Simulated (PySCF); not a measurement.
CH3S (SMILES [CH2]S), doublet, geometry from GFN2-xTB. Base run: TPSS/cc-pVTZ (PySCF).

PySCF was given this input:
```python
from pyscf import gto, scf, dft

mol = gto.Mole()
mol.atom = '''
    C     0.081337    1.122037   -0.125507
    S    -0.072916   -0.562038    0.133098
    H     0.801812   -0.957823   -0.794812
    H    -0.532767    1.739243    0.497872
    H     0.409589    1.478970   -1.079581
'''
mol.basis = 'cc-pvtz'
mol.charge = 0
mol.spin = 1
mol.verbose = 4
mol.build()

mf = dft.UKS(mol)
mf.xc = 'tpss'
mf.kernel()
```

Each row names what was changed in the base input (with any setting that the change needs).

```
change                             ΔE vs base (mEh)  fitting functions  dipole (D)
---------------------------------  ----------------  -----------------  ----------
base                                          0.000                  -        0.88
auxbasis = even-tempered beta=3.0            -0.809                317        0.88
auxbasis = def2-universal-jfit               -0.169                133        0.88
auxbasis = cc-pvtz-ri                       -13.950                293        0.88
auxbasis = even-tempered beta=1.6            -0.003                679        0.88
auxbasis = cc-pvdz-jkfit                     -0.086                251        0.88
auxbasis = def2-universal-jkfit              -0.051                257        0.88
auxbasis = even-tempered beta=2.0            -0.006                483        0.88
auxbasis = cc-pvqz-jkfit                     -0.008                407        0.88
auxbasis = autoaux                           -0.005                549        0.88
```

A fitting set is made for a task (jfit for Coulomb, jkfit for Coulomb and exchange, ri for correlation) and for a family of orbital bases.

Open shells are given as the SCF converged; they aren't shown to be the lowest states, and a large step between rows can be another state.
